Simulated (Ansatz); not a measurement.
The same path of Cl₂H₂Sn (5 atoms, charge 0, multiplicity 1) was run twice with different band settings. Lost on the way: Sn1–Cl2, Sn1–H3. Made: Cl2–H3.

Computed with RKS B3LYP/def2-SVP in Ansatz 0.2.0.

Relaxed end points:

```xyz
5
Properties=species:S:1:pos:R:3
Sn 0.361 0.039 0.079
Cl 0.710 -0.021 2.415
H 1.890 -0.070 -0.677
H -0.616 1.399 -0.265
Cl -0.868 -1.893 -0.507
```

```xyz
5
Properties=species:S:1:pos:R:3
Sn 0.349 0.795 -0.973
Cl 1.552 -0.031 1.662
H 0.901 -1.043 1.112
H -1.081 1.345 -0.038
Cl -0.243 -1.613 -0.717
```

Common settings: movable images 5; climbing image yes; spring 5.0 eV/Å²; optimiser quadratic models (default); start path through a guess of the saddle point; iteration limit 60; end points relaxed.

| run | force threshold |
| --- | --- |
| 1 | 0.05 eV/Å |
| 2 | 0.5 eV/Å |

(1) What does each run give, and how far can it be trusted?

## Answers

(1) Run 1: converged after 14 iterations, highest image 1.772 eV above the first end. A vibrational analysis at the climbing image gives one clearly imaginary mode, 985i cm⁻¹: a first-order saddle point.
Run 2: converged after 8 iterations, highest image 1.778 eV above the first end. The threshold of 0.5 eV/Å is loose, so the images may lie well off the minimum-energy path. The order of the point at the top wasn't checked.
The orbitals stay closed-shell, which can raise the energy where a bond breaks towards radicals; this wasn't checked here.
